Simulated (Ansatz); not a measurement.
`[AlH2][CH2][SiH2][GeH3]` + `CCN[SiH3]` → `CC[N]([AlH2])[SiH3]` + `C[SiH2][GeH3]`  (ligand exchange at the Al–C bond)

Calculated with Ansatz (gas phase, PBE0-D4/def2-TZVP geometries, no zero-point term in ΔE). CCSD(T)/CBS is the MP2 limit (def2-TZVPP, def2-QZVPP) plus CCSD(T) − MP2 in def2-TZVPP, frozen cores. DFT in def2-TZVPP. For Ge outer-core shells are correlated without core-valence functions, which leaves a few kJ/mol of doubt a bond. Scalar relativity is left out up to krypton. One conformer a species, not always the lowest.

| level | ΔE (kJ/mol) |
| --- | --- |
| revPBE-D4 | -76.6 |
| BLYP-D4 | -89.3 |
| BHLYP | -89.2 |
| MP2/def2-TZVPP | -89.0 |

Q: What does CCSD(T)/CBS give? (Best estimate.)

A: Ansatz gave: -83.7 kJ/mol. The listed levels differ from it by 7.1, -5.6, -5.5, -5.3 kJ/mol.

Largest T1 diagnostic among the species: 0.012.

In def2-TZVPP, CCSD(T) changes the Hartree–Fock value by +9.6 kJ/mol (the triples alone add +1.0 kJ/mol) and MP2 by +7.8 kJ/mol. At CCSD(T), def2-SVP lies −13.6 kJ/mol from the extrapolated value and def2-TZVPP −3.5 kJ/mol. Leaving LDA and LC-ωPBE aside and taking each functional with its dispersion term where it has one, the values, not all of them listed here, spread over 15.9 kJ/mol, from B2PLYP to PBE-D4. LDA lies +6.1 kJ/mol from PBE without D4.

CCSD(T)/CBS has its own doubt, a few kJ/mol and more with outer-core shells, so smaller differences from it don't rank the levels.
